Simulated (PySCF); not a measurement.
Computed IR spectrum (relative IR intensity) of a molecule C₅H₈. Geometry: B3LYP-D3(BJ)/def2-SVP. One conformer was computed; it need not be the lowest. Level of theory: B3LYP-D3(BJ)/def2-SVP in PySCF 2.14.0. Harmonic, unscaled wavenumbers; measured fundamentals usually lie a few per cent lower.

```json
[
 {"ν (cm⁻¹)": "602", "relative intensity": "13"},
 {"ν (cm⁻¹)": "714", "relative intensity": "34"},
 {"ν (cm⁻¹)": "888", "relative intensity": "2.7"},
 {"ν (cm⁻¹)": "918", "relative intensity": "11"},
 {"ν (cm⁻¹)": "1036", "relative intensity": "2.9"},
 {"ν (cm⁻¹)": "1059", "relative intensity": "7.2"},
 {"ν (cm⁻¹)": "1138", "relative intensity": "2.2"},
 {"ν (cm⁻¹)": "1458", "relative intensity": "2.0"},
 {"ν (cm⁻¹)": "1478", "relative intensity": "2.1"},
 {"ν (cm⁻¹)": "3002", "relative intensity": "100"},
 {"ν (cm⁻¹)": "3047", "relative intensity": "13"},
 {"ν (cm⁻¹)": "3060", "relative intensity": "34"},
 {"ν (cm⁻¹)": "3066", "relative intensity": "55"},
 {"ν (cm⁻¹)": "3107", "relative intensity": "41"},
 {"ν (cm⁻¹)": "3178", "relative intensity": "6.5"},
 {"ν (cm⁻¹)": "3201", "relative intensity": "23"}
]
```

**Question.** Pick the molecule that these values belong to.
A. C=C=C(C)C
B. C1=CCCC1
C. CC1=CCC1
D. C=CC1CC1

**Answer.** B, C1=CCCC1
